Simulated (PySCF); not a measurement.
**C2H8Ge: core ionisation energies**

GeMe2H2, C2H8Ge.
Z-matrix (Å and degrees, PBE0-D3(BJ)/def2-SVP geometry), rows numbered from 1:
```
Ge
C   1  1.9545
H   2  1.0997  1  110.83
H   2  1.1002  1  110.32  3  -119.97
H   2  1.0999  1  110.46  3   120.15
C   1  1.9543  2  110.36  3   177.43
H   6  1.0995  1  110.90  2   179.50
H   6  1.0999  1  110.48  2    59.19
H   6  1.1002  1  110.16  2   -60.58
H   1  1.5453  2  109.64  3    56.66
H   1  1.5453  2  109.65  3   -61.60
```

The calculation used delta-SCF UKS SCAN, pcX-2 on the ionised atom, pcseg-1 elsewhere, spin-free X2C in PySCF 2.14.0. Vertical ΔSCF values, vacuum level as zero.

Problem. Give the core binding energies atom by atom.

Solution. 
```json
{"atom(s)": "C2/C6", "environment": "carbon bonded to Ge and 3 H", "level": "C 1s", "binding energy (eV)": "290.17", "count": "2"}
```

Problem. Give the binding energy of C 1s of C2/C6 in hartree and in kJ/mol.

Solution. 290.17 eV = 10.6636 Eh = 27997 kJ/mol.

The first atom of each set that the bonding makes equivalent was ionised and stands for the set. No level of germanium is listed. Isolated species at its PBE0-D3(BJ)/def2-SVP geometry, gas phase.
